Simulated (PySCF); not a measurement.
Molecule: `C=N[SiH2]C[SiH3]`, C$_{2}$H$_{9}$NSi$_{2}$.

Atom-mapped SMILES (the numbers label the heavy atoms): `[CH2:1]=[N:2][SiH2:3][CH2:4][SiH3:5]` (H(Xn): hydrogen on atom n). Ha(C1) is cis to Si3; Hb(C1) is trans to Si3.

Geometry PBE0-D3(BJ)/def2-SVP throughout; GIAO in PySCF, gas phase, one conformer, non-relativistic; equivalent atoms averaged; basis pcSseg-1.

For orientation, CAM-B3LYP gives these absolute shieldings σ: C1 5.7, C4 194.0, N2 -173.5, Si3 361.8, Si5 413.2, Hb(C1) 22.96, Ha(C1) 22.88, H(Si5) 27.32, H(C4) 31.48 ppm.

A run gave: C1 -2.7, C4 192.0, N2 -184.0, Si3 333.3, Si5 395.9, Hb(C1) 22.10, Ha(C1) 21.84, H(Si5) 26.49, H(C4) 30.71 ppm (absolute shieldings σ).

Which functional was used in that run?
A. LDA
B. B3LYP
C. PBE0
D. wB97X-D
E. LC-wPBE

## Answers

A. C1 tells them apart best: LDA gives -2.7, B3LYP gives 6.0, PBE0 gives 9.5, LC-wPBE gives 7.8, wB97X-D gives 8.9 ppm.
